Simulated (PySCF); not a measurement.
# Be⁺ (beryllium, charge +1): M06-2X calculation

Configuration: [He] 2s1, 2S determinant. Calculation: PySCF 2.14, in cc-pVDZ (3s2p1d, 14 functions); the non-relativistic Hamiltonian (point nucleus).

- Total energy: -14.3300 hartree
- One-electron energy: -17.5946 hartree
- Hartree (Coulomb) energy: 5.8193 hartree
- Exchange-correlation energy: -2.5547 hartree
- Kinetic energy: 14.19706 hartree
- ⟨S²⟩: 0.7500
- ⟨L²⟩: 0.000
- Sum of ⟨r⟩: 3.120 bohr
- Sum of ⟨r²⟩: 6.596 bohr²
- Density at the nucleus (Gaussians lack the cusp): 33.4 bohr⁻³
- Spin density at the nucleus: 0.641 bohr⁻³
- Langevin diamagnetic susceptibility: -5.22 ×10⁻⁶ cm³/mol
- Time after the integrals: 0.05 s of wall time on 1 thread of Neoverse-V2 (shared host)

| shell | electrons | mean orbital energy (hartree) | rms radius, mean of both spins (bohr) |
| --- | --- | --- | --- |
| 1s α | 1 | -4.74391 | 0.485 |
| 1s β | 1 | -4.73124 | 0.485 |
| 2s α | 1 | -0.59686 | 2.48 |
